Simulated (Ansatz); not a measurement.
A run on C10H10Cl2Mo, SMILES `[Cl][Mo]12345678([Cl])([C@H]9[C@@H]1[C@@H]2[C@@H]3[C@H]94)[C@H]1[C@@H]5[C@@H]6[C@@H]7[C@H]18` with other settings.

```yaml
crystal:
  periodic: [false, false, false]
  atoms:
    - {symbol: Cl, position_ang: [0.674288, -0.061171, -2.692101]}
    - {symbol: Mo, position_ang: [0.197460, -0.205787, -0.299744]}
    - {symbol: Cl, position_ang: [1.145205, -2.463779, -0.632346]}
    - {symbol: C, position_ang: [-1.896219, -0.642938, -1.458438]}
    - {symbol: C, position_ang: [-1.899548, 0.551044, -0.692695]}
    - {symbol: C, position_ang: [-1.751833, 0.236001, 0.712610]}
    - {symbol: C, position_ang: [-1.573606, -1.149407, 0.774942]}
    - {symbol: C, position_ang: [-1.645059, -1.674115, -0.511809]}
    - {symbol: C, position_ang: [0.686470, 1.267557, 1.271426]}
    - {symbol: C, position_ang: [1.099504, 1.830489, 0.033717]}
    - {symbol: C, position_ang: [2.191975, 0.979283, -0.413194]}
    - {symbol: C, position_ang: [2.370016, -0.073098, 0.465003]}
    - {symbol: C, position_ang: [1.434982, 0.102144, 1.584761]}
    - {symbol: H, position_ang: [-1.902122, -0.797237, -2.523933]}
    - {symbol: H, position_ang: [-2.055986, 1.539269, -1.160590]}
    - {symbol: H, position_ang: [-1.889780, 0.965653, 1.508483]}
    - {symbol: H, position_ang: [-1.434479, -1.699163, 1.712543]}
    - {symbol: H, position_ang: [-1.511214, -2.756232, -0.795573]}
    - {symbol: H, position_ang: [-0.092073, 1.725420, 1.953037]}
    - {symbol: H, position_ang: [0.706326, 2.748367, -0.455819]}
    - {symbol: H, position_ang: [2.703468, 1.113732, -1.317672]}
    - {symbol: H, position_ang: [3.096502, -0.883094, 0.432248]}
    - {symbol: H, position_ang: [1.356085, -0.570576, 2.416344]}
basis:
  gaussian: {orbitals: def2-TZVPP, point_charges: [{charge: 1.00, position_ang: [7.695, -0.669, 0.421]}]}
total_charge: -1
magnetization: {spin_polarized: true, initial_magnetization: 1}
hamiltonian: {xc: {name: B97}}
output: {forces: true}
```

```sh
$ ansatz run in.yaml --threads 11 --pin off --events-out ev --progress --plain --max-ram 174080MiB --backend cuda --devices 0, --max-vram 75GiB
```

Shortened log:

```
Functional definition: B97
3378 factors; their error is unknown
mean field evaluation 1: about -37412.0456 eV, gradient 7.2e1 eV
mean field evaluation 2: about -37235.7817 eV, gradient 2.2e2 eV
mean field evaluation 4: about -37427.3111 eV, gradient 4.9e1 eV
mean field evaluation 8: about -37436.7564 eV, gradient 5.3e-1 eV
mean field evaluation 16: about -37436.8259 eV, gradient 4.6e-2 eV
mean field evaluation 32: about -37436.8270 eV, gradient 2.5e-3 eV
mean field evaluation 64: about -37436.8270 eV, gradient 1.7e-5 eV
mean field -37436.82697142 eV, -1375.7780156071 hartree, gradient 2.5e-7 eV, S^2 0.756203; 7 other end points of the search recorded, 0 dependent functions left out
reference -37436.82702622 eV, -1375.7780176210 hartree; 60, 59 occupied and 530, 531 virtual orbitals, 3378 factors
Total energy: -37436.82702622 eV, -1375.7780176210 hartree
Atom 0 at     0.674288    -0.061171    -2.692101 Å, force     0.444859     0.200301    -2.269445 eV/Å
Atom 1 at     0.197460    -0.205787    -0.299744 Å, force    -0.082325     0.161575     2.073851 eV/Å
Atom 2 at     1.145205    -2.463779    -0.632346 Å, force     0.780691    -1.418194    -0.078819 eV/Å
Atom 3 at    -1.896219    -0.642938    -1.458438 Å, force    -0.317080    -0.055615     0.857296 eV/Å
Atom 4 at    -1.899548     0.551044    -0.692695 Å, force    -0.705631     1.657225    -1.364050 eV/Å
Atom 5 at    -1.751833     0.236001     0.712610 Å, force    -0.475342     1.446874    -0.969718 eV/Å
Atom 6 at    -1.573606    -1.149407     0.774942 Å, force    -0.119958    -1.443419     2.270731 eV/Å
Atom 7 at    -1.645059    -1.674115    -0.511809 Å, force    -0.108451    -2.348057    -1.364756 eV/Å
Atom 8 at     0.686470     1.267557     1.271426 Å, force    -1.681027     1.124926     1.933546 eV/Å
Atom 9 at     1.099504     1.830489     0.033717 Å, force     0.511414     0.400563    -0.969951 eV/Å
Atom 10 at     2.191975     0.979283    -0.413194 Å, force    -0.487796     1.860856    -0.275929 eV/Å
Atom 11 at     2.370016    -0.073098     0.465003 Å, force    -0.130691    -0.524885     2.469857 eV/Å
Atom 12 at     1.434982     0.102144     1.584761 Å, force     1.025125    -0.649911    -1.097715 eV/Å
Atom 13 at    -1.902122    -0.797237    -2.523933 Å, force    -0.034077     0.326704     0.073200 eV/Å
Atom 14 at    -2.055986     1.539269    -1.160590 Å, force     0.063216    -0.568864     0.604478 eV/Å
Atom 15 at    -1.889780     0.965653     1.508483 Å, force     0.079660    -0.520962    -0.215079 eV/Å
Atom 16 at    -1.434479    -1.699163     1.712543 Å, force    -0.068624     0.056117    -0.574397 eV/Å
Atom 17 at    -1.511214    -2.756232    -0.795573 Å, force    -0.079756     1.495749     0.530590 eV/Å
Atom 18 at    -0.092073     1.725420     1.953037 Å, force     1.235215    -0.637475    -0.959860 eV/Å
Atom 19 at     0.706326     2.748367    -0.455819 Å, force     0.527623    -0.907096     0.466177 eV/Å
Atom 20 at     2.703468     1.113732    -1.317672 Å, force     0.451906     0.091419    -1.055248 eV/Å
Atom 21 at     3.096502    -0.883094     0.432248 Å, force    -0.437490     0.212923    -0.328997 eV/Å
Atom 22 at     1.356085    -0.570576     2.416344 Å, force    -0.105237     0.038185     0.297610 eV/Å
Dipole moment:    -1.012879     0.723867     1.003706 e Å
```

Run time 29 s (11 threads of an AMD EPYC 7R13 on a shared host and a whole NVIDIA H100 80 GB); peak host memory 1.9 GiB.
